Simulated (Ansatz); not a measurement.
Isolated molecules relaxed with PBE0-D4/def2-TZVP in Ansatz; ΔE leaves out vibrations. CBS: MP2 limit from def2 TZ/QZ plus the TZ coupled-cluster correction, frozen cores. This one scheme is used for every species. Functionals use def2-TZVPP. B3LYP here is the variant with VWN-RPA as its local correlation; programs differ in this. Each species was taken in one conformer, which may not be the lowest.

Reaction (formal exchange of groups at the Si–C bond): `C[SiH2]C(O)(F)F` + `OBO` → `C[SiH2]B(O)O` + `OC(F)F`

(1) Is it downhill or uphill in electronic energy at CCSD(T)/CBS, and by how much? (Estimate.)

(2) What do these levels give: PBE-D4, B3LYP-D4, ωB97X-V, B2PLYP, r2SCAN, PBE0, MP2/def2-TZVPP, SCS-MP2/def2-TZVPP, CCSD/def2-TZVPP, HF/CBS(def2), MP2/CBS(def2), CCSD/CBS(def2)? (Best estimate.)

Largest T1 diagnostic among the species: 0.013.

Answers

(1) The calculation gave: Uphill: ΔE = +8.8 kJ/mol.

(2) The calculation gave: PBE-D4 1.1, B3LYP-D4 10.9, ωB97X-V 9.2, B2PLYP 9.8, r2SCAN 6.3, PBE0 -0.2, MP2/def2-TZVPP 7.8, SCS-MP2/def2-TZVPP 8.8, CCSD/def2-TZVPP 5.5, HF/CBS(def2) 11.5, MP2/CBS(def2) 11.7, CCSD/CBS(def2) 9.4 kJ/mol.

In def2-TZVPP, CCSD(T) changes the Hartree–Fock value by −6.2 kJ/mol (the triples alone add −0.7 kJ/mol) and MP2 by −3.3 kJ/mol.
